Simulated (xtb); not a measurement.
C4H7F, SMILES CC/C=C\F. All values are semi-empirical tight-binding results from xtb (GFN2-xTB unless named), good for trends rather than for accurate numbers. The structure is a stationary point at GFN2-xTB. The values are those of a single conformer.

Optimised geometry:

Bonds (Å): C1–C2 1.528, C1–H6 1.087, C1–H7 1.088, C1–H8 1.088, C2–C3 1.495, C2–H9 1.094, C2–H10 1.091, C3–C4 1.319, C3–H11 1.080, C4–F5 1.347, C4–H12 1.080. Angles (°): C2–C1–H6 110.3, C2–C1–H7 110.4, C2–C1–H8 110.6, H6–C1–H7 108.5, H6–C1–H8 108.5, H7–C1–H8 108.5, C1–C2–C3 111.1, C1–C2–H9 109.1, C1–C2–H10 109.9, C3–C2–H9 108.8, C3–C2–H10 109.7, H9–C2–H10 108.2, C2–C3–C4 125.2, C2–C3–H11 116.9, C4–C3–H11 117.9, C3–C4–F5 122.5, C3–C4–H12 126.0, F5–C4–H12 111.5.
Charge 0, spin multiplicity 1.

Estimate the properties. (Estimate from the structure and the level; the computed values follow.)


```
Item                                              Value
----------------------------------------  -------------
orbital gap                                     5.21 eV
dipole moment                                    2.06 D
zero-point energy                         62.3 kcal/mol
G − E(el) at 298.15 K (modified RRHO)     43.8 kcal/mol
static polarisability (D4 model)             51.4 bohr³
solvation energy, GFN2-xTB/ALPB(water)    -1.7 kcal/mol
solvation energy, GFN2-xTB/ALPB(benzene)  -3.9 kcal/mol
```

Give the IR lines (harmonic; lines under 4 % of the strongest left out, lines within 3 cm⁻¹ merged). (Estimate from the structure and the level; the computed values follow.)

ν (cm⁻¹): 235 (w), 636 (w), 777 (w), 834 (w), 919 (w), 1017 (vs), 1139 (m), 1221 (w), 1287 (m), 1342 (m), 1729 (s), 2952 (m), 3003 (w), 3034 (m), 3039 (m), 3043 (m), 3078 (w), 3094 (s) (against the strongest line: vs over 80 %, s over 45 %, m over 15 %, w over 4 %, vw less)

Give the atomic charges and the Wiberg bond orders between heavy atoms. (The exact figures need the calculation; the answer reports its results.)

charges (e) C1 -0.10, C2 -0.05, C3 -0.05, C4 0.11, F5 -0.22, H6 0.04, H7 0.04, H8 0.04, H9 0.05, H10 0.05, H11 0.05, H12 0.05. Bond orders C1–C2 1.00, C2–C3 1.03, C3–C4 1.89, C4–F5 0.97.
